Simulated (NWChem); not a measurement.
System: C5H3NSe; SMILES N#Cc1cc[se]c1

This build's default masses of Se (78.918 u) and Br (79.917 u) are each other's, which moves their modes by up to 0.6 %.

**Question.** Give the equilibrium geometry at PBE0/def2-SVP (NWChem) as an XYZ file, with the point group.

**Answer.** point group Cs; any orientation.
```
10

N      0.4252    -3.7326     0.0000
C      0.2186    -2.5912     0.0000
C     -0.0449    -1.1877     0.0000
C     -1.3744    -0.6436     0.0000
C     -1.4191     0.7178     0.0000
Se     0.2784     1.4644     0.0000
C      0.9592    -0.2459     0.0000
H     -2.2647    -1.2742     0.0000
H     -2.3082     1.3473     0.0000
H      2.0307    -0.4406     0.0000
```
